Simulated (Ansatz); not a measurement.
A nudged elastic band was laid between two geometries of FH + H5NOSi (10 atoms, charge 0, multiplicity 1).

Level of theory: Ansatz, RHF/cc-pVDZ.

```yaml
movable_images: 9
climbing_image: yes
spring: 5.0 eV/Å²
optimiser: fire
start_path: through a guess of the saddle point
force_threshold: 0.05 eV/Å
iteration_limit: 60
end_points: relaxed
largest_step: 0.02 Å
```

Image 0:

```xyz
10
Properties=species:S:1:pos:R:3
Si -0.203 0.266 0.135
N 0.148 0.009 1.852
H -0.652 0.039 2.464
H 0.856 0.613 2.236
H 1.104 0.595 -0.480
H -1.190 1.341 -0.105
O -0.887 -1.122 -0.457
H -0.443 -1.931 -0.235
F 0.874 -2.590 1.388
H 0.704 -1.755 1.741
```

Image 10:

```xyz
10
Properties=species:S:1:pos:R:3
Si 0.351 -0.293 -0.997
N -0.272 -0.548 2.838
H -0.920 -1.106 3.372
H -0.243 0.356 3.283
H -0.062 -0.538 -2.389
H 0.862 1.079 -0.789
O -0.903 -0.663 -0.011
H -0.764 -0.590 0.937
F 1.626 -1.269 -0.678
H 0.637 -0.963 2.973
```

Task: Which bonds break or form, and what moves?

Result: Bonds broken: Si1–N2, F9–H10. Bonds formed: Si1–F9, N2–H10. FH + H5NOSi becomes FH3OSi + H3N.

Task: What energy profile does the band end with?

Result: The run ended unconverged. The highest image is number 4 of 0 to 10, 1.00 eV above the first end and 1.85 eV above the last; the last end lies 0.85 eV below the first. The band didn't meet its force threshold, so its energies are provisional: the largest band force was still 0.38 eV/Å, and over the last iterations the top moved between 0.98 and 1.00 eV. The orbitals stay closed-shell, which can raise the energy where a bond breaks towards radicals; this wasn't checked here.

```json
{"image": "0", "path coordinate (Å)": "0.00", "energy (eV)": "0.00", "Si1–N2 (Å)": "1.77", "F9–H10 (Å)": "0.92", "Si1–F9 (Å)": "3.30"}
{"image": "1", "path coordinate (Å)": "0.50", "energy (eV)": "0.03", "Si1–N2 (Å)": "1.77", "F9–H10 (Å)": "0.93", "Si1–F9 (Å)": "3.09"}
{"image": "2", "path coordinate (Å)": "0.99", "energy (eV)": "0.16", "Si1–N2 (Å)": "1.78", "F9–H10 (Å)": "0.93", "Si1–F9 (Å)": "2.83"}
{"image": "3", "path coordinate (Å)": "1.46", "energy (eV)": "0.66", "Si1–N2 (Å)": "1.82", "F9–H10 (Å)": "1.00", "Si1–F9 (Å)": "2.42"}
{"image": "4", "path coordinate (Å)": "1.87", "energy (eV)": "1.00", "Si1–N2 (Å)": "1.88", "F9–H10 (Å)": "1.38", "Si1–F9 (Å)": "2.17"}
{"image": "5", "path coordinate (Å)": "2.84", "energy (eV)": "0.35", "Si1–N2 (Å)": "2.17", "F9–H10 (Å)": "2.01", "Si1–F9 (Å)": "1.72"}
{"image": "6", "path coordinate (Å)": "3.75", "energy (eV)": "0.04", "Si1–N2 (Å)": "2.61", "F9–H10 (Å)": "2.05", "Si1–F9 (Å)": "1.66"}
{"image": "7", "path coordinate (Å)": "4.65", "energy (eV)": "-0.48", "Si1–N2 (Å)": "2.92", "F9–H10 (Å)": "2.16", "Si1–F9 (Å)": "1.64"}
{"image": "8", "path coordinate (Å)": "5.57", "energy (eV)": "-0.73", "Si1–N2 (Å)": "3.21", "F9–H10 (Å)": "2.52", "Si1–F9 (Å)": "1.64"}
{"image": "9", "path coordinate (Å)": "6.51", "energy (eV)": "-0.82", "Si1–N2 (Å)": "3.54", "F9–H10 (Å)": "3.12", "Si1–F9 (Å)": "1.64"}
{"image": "10", "path coordinate (Å)": "7.46", "energy (eV)": "-0.85", "Si1–N2 (Å)": "3.89", "F9–H10 (Å)": "3.79", "Si1–F9 (Å)": "1.64"}
```

Run time: 14 min on 1 thread of Arm Neoverse V1, on a shared host, peak memory 0.17 GiB.
